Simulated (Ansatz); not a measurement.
Isolated molecules relaxed with PBE0-D4/def2-TZVP in Ansatz; ΔE leaves out vibrations. CBS: MP2 limit from def2 TZ/QZ plus the TZ coupled-cluster correction, frozen cores. This one scheme is used for every species. Functionals use def2-TZVPP. HSE06 is defined as in plane-wave codes.

Reaction (substitution at a C–Cl bond): `B/N=C\Cl` + H–F → `BN=CF` + HCl

| level | ΔE (kJ/mol) |
| --- | --- |
| LDA (SPW92) | -2.5 |
| PBE-D4 | 2.5 |
| CAM-B3LYP-D4 | -10.4 |
| PBE | -0.4 |
| BLYP | -5.5 |
| r2SCAN | -3.9 |
| HSE06 | -1.9 |
| SCS-MP2/def2-QZVPP | 4.8 |

What does CCSD(T)/CBS give? (Estimate.)

The calculation gave: +5.0 kJ/mol. The listed levels differ from it by -7.5, -2.5, -15.4, -5.4, -10.5, -8.9, -6.9, -0.2 kJ/mol.

Largest T1 diagnostic among the species: 0.015.

In def2-TZVPP, CCSD(T) changes the Hartree–Fock value by +20.2 kJ/mol (the triples alone add +3.6 kJ/mol) and MP2 by +28.9 kJ/mol. Leaving LDA and LC-ωPBE aside and taking each functional with its dispersion term where it has one, the values, not all of them listed here, spread over 16.9 kJ/mol, from CAM-B3LYP-D4 to revPBE-D4.
